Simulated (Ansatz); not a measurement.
Species, as SMILES: [F][Ge][F] (closed-shell singlet).
Geometry (B3LYP-D3(BJ)/def2-TZVP, fixed):
```xyz
3

Ge     0.0109    -0.0062     0.4176
F      0.6316     1.1604    -0.7423
F     -0.6702    -1.1385    -0.7424
```
Charge 0, spin multiplicity 1.

Basis-set convergence of the dipole moment at HF with Ansatz (a quantum-chemistry and plane-wave program). Dipoles come from the density behind the forces; the sign is taken along the dipole that this method gives in the largest set. Cartesian d functions, on some or all atoms, in 6-31G**; all else is spherical. The program fits the integrals of some runs and decomposes those of others, by size. No added dispersion term, no relativity. Reference: the value in aug-cc-pVQZ, 2.789 D, itself unsure by roughly 0.011 D (its distance from def2-QZVPPD). Deviations are taken from unrounded values.

| basis | functions | dipole moment (D) | minus reference (D) |
|---|---|---|---|
| pcseg-0 | 40 | 3.113 | 0.324 |
| cc-pVDZ | 55 | 2.935 | 0.146 |
| 6-31G** | 65 | 2.690 | -0.099 |
| def2-SVPD | 84 | 2.873 | 0.084 |
| pcseg-2 | 103 | 2.902 | 0.113 |
| def2-TZVPPD | 134 | 2.795 | 0.006 |
| aug-pcseg-2 | 151 | 2.797 | 0.008 |
| pcseg-3 | 188 | 2.812 | 0.023 |
| def2-QZVP | 189 | 2.801 | 0.012 |

The smallest set listed that lies within 0.05 D of the reference with all its larger relatives (same family, alike in diffuse functions; a set with none counts only in the reference's own line) is def2-TZVPPD (134 functions, 0.006 D off). Inside, with no larger relative to test it: aug-pcseg-2, pcseg-3. (Relatives not listed, tested too: def2-QZVPP 0.022, def2-QZVPPD 0.011 D.)
